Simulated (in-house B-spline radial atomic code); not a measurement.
The numbers below are computed, except where a source is named.
Hf in an electron gas of r_s = 1.65: phase shifts, screening and friction

A nucleus sits in a uniform electron gas with a rigid positive background. The Kohn-Sham equations are solved self-consistently in the spin-unpolarised LDA (PW92), non-relativistic, on B-splines with outgoing waves at the boundary and partial waves to l = 8. The model has no lattice, no bands and no magnetic solution. Atomic units; δ_l are the phase shifts at the Fermi level, counted so that each bound state adds π, and good to about 0.0005. Heavy atoms are models without relativity.

The density parameter is r_s = 1.65 bohr.

| l | δ_l (rad) |
| --- | --- |
| 0 | 14.3261 |
| 1 | 11.8588 |
| 2 | 7.9636 |
| 3 | 3.2765 |
| 4 | 0.0340 |
| 5 | 0.0082 |
| 6 | 0.0019 |
| 7 | 0.0003 |
| 8 | -0.0001 |

Bound levels below the band bottom (hartree): p -12.16, d -6.865, s -1.283, p -0.5134, f -0.06695 and deeper ones.

Problem. Check the Friedel sum rule, and say where the screening charge sits.

Solution. k_F = (9π/4)^(1/3)/r_s = 1.16313. The rule is Z = (2/π) Σ (2l + 1) δ_l. The terms are s 9.120, p 22.649, d 25.349, f 14.601 and 0.270 beyond, in all 71.989 against Z = 72. Bound states hold 10 s, 24 p, 20 d and 14 f electrons, so the scattering states carry 3.99 in all; where a term is smaller than its bound count, the bound level has drawn weight out of the band.

Problem. Find the transport cross section and the electronic stopping of a 2 keV Hf ion (mass 178.49 u).

Solution. σ_tr = (4π/k_F²) Σ (l + 1) sin²(δ_l − δ_(l+1)). The terms for l = 0 to 3 are 0.3898, 0.9365, 2.9981, 0.0406, all together 4.3685, so σ_tr = 9.289 × 4.3685 = 40.578 bohr². With n = 3/(4π r_s³) = 0.05314, the friction coefficient is Q = n k_F σ_tr = 2.5083. For v well below v_F = 1.163, dE/dx = Q v; with 24801 eV per u at v = 1, v = √(2000/(24801 × 178.49)) = 0.0213, so dE/dx = 0.05332 hartree/bohr = 27.4 eV/nm. The largest term couples the d and f waves.
